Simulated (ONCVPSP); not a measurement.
**Transferability test, ONCV potential for arsenic**

* Element: As (Z = 33)
* Generator: ONCVPSP 4.0.1
* Type: optimised norm-conserving Vanderbilt (ONCV)
* Functional: PBE
* Relativity: scalar-relativistic
* Frozen core: [Ar]
* Valence charge: 15
* Reference configuration: 3d10 4s1.5 4p3.5
* Partial waves: 4s: rc 1.50 bohr, ncon 4, nbas 8, qcut 4.3 1/bohr, 2 projectors, debl 0.3 Ha; 4p: rc 1.45 bohr, ncon 3, nbas 6, qcut 4.9 1/bohr, 2 projectors, debl 1.7 Ha; 3d: rc 0.75 bohr, ncon 3, nbas 7, qcut 20.7 1/bohr, 2 projectors, debl 3.2 Ha; f scattering state at 0.43 Ha: rc 1.60 bohr, ncon 4, nbas 7, qcut 6.7 1/bohr, 1 projector
* Local potential: polynomial inside 0.70 bohr (lpopt 5, dvloc0 4 Ha)
* Core correction: polynomial model core, fcfact 0.2

In the s channel the program set the typed energies aside and used -0.549, 0.250 Ha.

Energies are relative to the spin-unpolarised reference configuration 3d10 4s1.5 4p3.5; without spin polarisation the order of configurations can differ from experiment.

(1) Give the all-electron excitation energy and the error of the potential for: 3d10 4s2 4p3; 3d10 4s2 4p2; 3d10 4s2 4p1; 3d10 4s1 4p4.

Levels in the configuration 3d10 4s1 4p4:

```csv
level,all-electron (eV),pseudo (eV)
3d,-42.297,-42.295
4s,-15.371,-15.372
4p,-5.838,-5.839
```

Note: ghosts flagged at negative energy: s at -148.8 eV; GHOST(+) flagged for p at 66.7 eV. A true bound ghost makes a file unfit for plane-wave use.

Results:

(1)

```tsv
valence configuration	charge	ΔE all-electron (eV)	error AE − PS (meV)
3d10 4s2 4p3	0	-4.679	-0.3
3d10 4s2 4p2	+1	4.470	-2.6
3d10 4s2 4p1	+2	22.388	-7.3
3d10 4s1 4p4	0	4.738	-0.4
```
